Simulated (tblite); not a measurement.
C₃H₁₃Si₃ (doublet state).
Structure used (GFN2-xTB), in Å, numbered top down from 1:
```xyz
19
C3H13Si3 angstrom
Si    -2.343    0.582    0.706
C     -1.730    0.061   -0.953
C     -0.475    0.503   -1.557
Si     0.903   -0.836   -1.324
C      1.258   -1.117    0.515
Si     1.882    0.390    1.495
H     -3.792    0.361    0.754
H     -1.745   -0.156    1.837
H     -2.036    2.003    0.920
H     -2.280   -0.678   -1.521
H     -0.123    1.434   -1.115
H     -0.574    0.643   -2.635
H      2.102   -0.360   -2.028
H      0.434   -2.075   -1.961
H      0.352   -1.487    0.994
H      1.995   -1.916    0.603
H      2.091    0.000    2.893
H      0.911    1.482    1.437
H      3.160    0.838    0.933
```

Level: GFN2-xTB in tblite, geometry and Hessian alike; calculated harmonic values, unscaled, isolated species. Errors from tens to a few hundred cm⁻¹ against measured bands are possible. Modes of hydrogen on silicon can be 10 to 20 % off. One conformer, not necessarily the lowest. Open shells enter through the occupations alone, without spin polarisation, and single modes of such species can be off by tens of per cent.

Harmonic wavenumbers (cm⁻¹): 49.4, 66.5, 84.9, 94.6, 123.2, 135.6, 199.5, 229.3, 282.3, 454.4, 492.1, 498.0, 516.1, 530.2, 547.4, 571.0, 631.6, 647.6, 703.6, 732.2, 754.5, 775.9, 776.2, 789.9, 795.0, 799.6, 819.4, 824.7, 834.6, 847.3, 1024.0, 1080.2, 1139.1, 1141.8, 1195.3, 1317.9, 1448.2, 1461.2, 2123.5, 2197.5, 2201.7, 2215.1, 2229.7, 2235.7, 2241.0, 2271.1, 2935.5, 2975.5, 2983.7, 2985.7, 3044.6.

A = 1953, B = 1141, C = 814.8 MHz; mass 133.033 u (most abundant isotopes); point group C1, symmetry number 1; spin multiplicity 2.

Q: What is the zero-point energy?

A: ½Σν̃ = 29027 cm⁻¹ = 82.99 kcal/mol.

Q: What is S at 350 K and 1 bar for an ideal gas of classical rigid rotors and harmonic oscillators?

A: Translation 41.39, rotation 30.04, vibration 42.47, spin (R ln 2) 1.38: S = 115.3 cal/(mol K).

Q: And Cp and H(350 K) − H(0)?

A: Cp = 50.82 cal/(mol K), of which vibrations give 42.87 (their classical limit is 51 R = 101.3); H(350 K) − H(0) = 10.47 kcal/mol without the zero-point energy, 7.69 from vibrations.

Q: What must be added to the electronic energy to get the Gibbs energy at 350 K and 1 bar?

A: ZPE + [H(350 K) − H(0)] − T·S = 82.99 + 10.47 − 40.35 = 53.11 kcal/mol.

Q: Which modes carry the vibrational entropy at 350 K?

A: 49.4 cm⁻¹: 5.16; 66.5 cm⁻¹: 4.57; 84.9 cm⁻¹: 4.09; 94.6 cm⁻¹: 3.88; 123.2 cm⁻¹: 3.36; 135.6 cm⁻¹: 3.17 cal/(mol K); the other 45 give 18.24 together.

Q: Blend soft modes into free rotors: weight 1/[1 + (100 cm⁻¹/ν̃)⁴] for the oscillator and the rest for a rotor with moment μB/(μ + B), μ = h/(8π²ν), B = 10⁻⁴⁴ kg m². What vibrational entropy results?

A: 38.82 cal/(mol K) in place of 42.47, which changes −T·S at 350 K by +1.27 kcal/mol.

Hindered rotation and anharmonicity are outside this model. Other conformers, if any are populated, would add a mixing term that is left out. The structure is chiral; the term R ln 2 for an equal mix with its mirror image is left out.
